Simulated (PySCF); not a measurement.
disilanyl(fluoro)silane (FH₇Si₃), SMILES F[SiH2][SiH2][SiH3]. Heavy atoms are numbered as in [SiH3:1][SiH2:2][SiH2:3][F:4]. Hydrogens are named by the atom that carries them.

Geometry optimised at B3LYP-D3(BJ)/def2-SVP. Other conformers were not sampled.

The numbers are results of PySCF with HF/pcSseg-1, not measurements.

GIAO shieldings, no solvent; atoms alike by connectivity are averaged. δ = σ(ref) − σ: ²⁹Si against TMS (σ = 393.8 ppm); ¹⁹F against CFCl3 (σ = 238.5 ppm); ¹H against TMS (σ = 31.99 ppm), references at their B3LYP-D3(BJ)/def2-TZVP geometries, non-relativistic.

```csv
nucleus,atoms,count,δ (ppm)
²⁹Si,Si3 (SiH2),1,0.5
²⁹Si,Si1 (SiH3),1,-93.0
²⁹Si,Si2 (SiH2),1,-98.2
¹⁹F,F4,1,-208.0
¹H,H on Si3,2,5.32
¹H,H on Si1,3,3.78
¹H,H on Si2,2,3.43
```
